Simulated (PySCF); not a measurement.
CH₆ClNOSi₂, SMILES Cl[Si@@]1(CN[SiH2]1)O. Atoms are numbered in the order given.

```xyz
12

O      1.3086     0.7856     1.5507
Si     0.4392     0.0993     0.3187
Cl     1.7601    -0.8549    -0.9751
C     -0.9560    -1.0210     0.9571
N     -2.0192    -0.3609     0.1980
Si    -1.4490     1.0429    -0.6714
H      2.0862     1.3009     1.3150
H     -0.8203    -2.0864     0.6955
H     -1.0750    -0.9508     2.0551
H     -2.9594    -0.7327     0.2739
H     -1.9687     2.3702    -0.2016
H     -1.6444     1.0089    -2.1569
```
Charge 0, spin multiplicity 1.

Geometry: PBE0-D3(BJ)/def2-SVP. The structure was generated by enumeration; whether it is a known compound was not checked. Other conformers were not sampled.

Calculation: TDA-ωB97X/def2-SVPD (PySCF 2.14.0).

Vertical excitations. The molecule is in vacuum.

Computed excitation energies, oscillator strengths and character:
```tsv
state	energy (eV)	λ (nm)	f	main pairs
S1	5.79	214	0.002	HOMO→LUMO 63 %, HOMO→LUMO+1 31 %
S2	6.42	193	0.017	HOMO−1→LUMO 44 %, HOMO→LUMO+2 36 %
S3	6.46	192	0.044	HOMO→LUMO+2 41 %, HOMO−1→LUMO 37 %
S4	6.62	187	0.041	HOMO−1→LUMO+2 69 %, HOMO−1→LUMO+1 14 %
S5	6.84	181	0.002	HOMO→LUMO+3 66 %, HOMO→LUMO+1 15 %
S6	7.12	174	0.312	HOMO−1→LUMO+1 69 %, HOMO−1→LUMO+2 12 %
S7	7.34	169	0.020	HOMO→LUMO+1 30 %, HOMO→LUMO+3 19 %, HOMO→LUMO+4 18 %, HOMO→LUMO 13 %
S8	7.77	160	0.009	HOMO→LUMO+4 31 %, HOMO→LUMO+6 17 %, HOMO→LUMO+7 11 %, HOMO→LUMO+5 9 %
S9	7.83	158	0.033	HOMO−1→LUMO+3 79 %
S10	8.16	152	0.005	HOMO→LUMO+6 52 %, HOMO→LUMO+4 25 %
T1	5.48	226	0	HOMO→LUMO 66 %, HOMO→LUMO+1 25 %
T2	5.64	220	0	HOMO−1→LUMO+2 63 %, HOMO−1→LUMO 25 %
T3	5.91	210	0	HOMO−1→LUMO+1 39 %, HOMO−1→LUMO 33 %, HOMO−1→LUMO+2 7 %
T4	5.93	209	0	HOMO→LUMO+2 71 %
```
Triplets are in the Tamm–Dancoff approximation.
